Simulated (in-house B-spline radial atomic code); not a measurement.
Successive ionisation energies of lithium; each step leads to the configuration of the next row (after the last: bare). Dirac energy differences include first-order Breit, QED and recoil terms. NIST's values go from ground level to ground level; the uncertainty of those that are theory runs from under 0.1 % in few-electron ions to several per cent in heavy many-electron ones. Computed with an all-electron radial atomic-structure program (B-spline basis): Dirac-Hartree-Fock, average of the configuration, finite nuclei.

| ion | configuration | ionisation energy (eV) | tabulated value (eV) | tabulated kind | computed minus tabulated (eV) | highest orbital | largest mean radius (bohr) |
| --- | --- | --- | --- | --- | --- | --- | --- |
| Li | [He] 2s1 | 5.34 | 5.391715 | measured | -0.05 | 2s1/2 | 3.8733 |
| Li+ | 1s2 | 74.45 | 75.6401 | tabulated theory | -1.19 | 1s1/2 | 0.57229 |
| Li2+ | 1s1 | 122.45 | 122.4544 | tabulated theory | 0.00 | 1s1/2 | 0.49992 |

(1) Where is the largest jump?

Results:

(1) From Li to Li+, by a factor of 13.94 (5.3418 to 74.454 eV); the highest orbital goes from 2s1/2 to 1s1/2.
